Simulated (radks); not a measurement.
The ruthenium ion Ru+, 43 electrons, occupied as [Ar] 3d10 4p6 4d7 5s2 (not the ground configuration). Method: scalar-relativistic Kohn-Sham, PBE, spin-unpolarised, spherical densities, finite nucleus; Fermi nuclear charge, rms radius 4.4809 fm; computed with a radial shooting solver on a logarithmic mesh with Libxc functionals.

Local quantities along the radius. ELF = 1/(1 + alpha^2) is the electron localisation function; alpha = (tau - tau_W)/tau_unif compares the Pauli kinetic energy density with that of the uniform gas. tau is taken from the large components.

| r (bohr) | ELF | alpha |
|---|---|---|
| 0.001316 | 1.000 | 0.02208 |
| 0.00152 | 1.000 | 0.02210 |
| 0.001741 | 1.000 | 0.02225 |
| 0.002011 | 0.999 | 0.02257 |
| 0.002322 | 0.999 | 0.02307 |
| 0.002682 | 0.999 | 0.02378 |
| 0.003097 | 0.999 | 0.02474 |
| 0.003549 | 0.999 | 0.02593 |
| 0.004098 | 0.999 | 0.02754 |
| 0.004733 | 0.999 | 0.02962 |
| 0.005466 | 0.999 | 0.03231 |
| 0.006313 | 0.999 | 0.03580 |
| 0.007232 | 0.998 | 0.04007 |
| 0.008352 | 0.998 | 0.04604 |
| 0.009646 | 0.997 | 0.05409 |
| 0.01114 | 0.996 | 0.06516 |
| 0.01276 | 0.994 | 0.07973 |
| 0.01474 | 0.990 | 0.1018 |
| 0.01702 | 0.982 | 0.1345 |
| 0.01966 | 0.967 | 0.1842 |
| 0.0227 | 0.936 | 0.2617 |
| 0.02601 | 0.877 | 0.3752 |
| 0.03004 | 0.762 | 0.5594 |
| 0.03469 | 0.594 | 0.8263 |
| 0.04007 | 0.429 | 1.153 |
| 0.04627 | 0.330 | 1.423 |
| 0.05301 | 0.315 | 1.476 |
| 0.06122 | 0.378 | 1.283 |
| 0.07071 | 0.507 | 0.9855 |
| 0.08166 | 0.646 | 0.7402 |
| 0.09431 | 0.737 | 0.5975 |
| 0.108 | 0.764 | 0.5556 |
| 0.1248 | 0.725 | 0.6158 |
| 0.1441 | 0.598 | 0.8203 |
| 0.1664 | 0.414 | 1.189 |
| 0.1922 | 0.303 | 1.516 |
| 0.2202 | 0.328 | 1.432 |
| 0.2543 | 0.478 | 1.044 |
| 0.2937 | 0.654 | 0.7280 |
| 0.3392 | 0.752 | 0.5736 |
| 0.3917 | 0.771 | 0.5448 |
| 0.4488 | 0.711 | 0.6381 |
| 0.5183 | 0.513 | 0.9736 |
| 0.5986 | 0.251 | 1.727 |
| 0.6913 | 0.167 | 2.231 |
| 0.7983 | 0.286 | 1.579 |
| 0.9146 | 0.508 | 0.9839 |
| 1.056 | 0.628 | 0.7693 |
| 1.22 | 0.617 | 0.7872 |
| 1.409 | 0.528 | 0.9449 |
| 1.614 | 0.413 | 1.192 |
| 1.864 | 0.315 | 1.474 |
| 2.153 | 0.278 | 1.612 |
| 2.486 | 0.305 | 1.511 |
| 2.871 | 0.380 | 1.277 |
| 3.29 | 0.466 | 1.070 |
| 3.799 | 0.538 | 0.9271 |
| 4.388 | 0.569 | 0.8701 |
| 5.067 | 0.550 | 0.9043 |
| 5.852 | 0.468 | 1.067 |
| 6.705 | 0.328 | 1.432 |
| 7.743 | 0.159 | 2.301 |
| 8.942 | 0.048 | 4.430 |

On this mesh the ELF has minima near r = 0.053, 0.19, 0.69, 2.2 bohr, which separate the shells, and maxima near 0.11 (0.76), 0.39 (0.77), 1.1 (0.63), 4.4 (0.57).
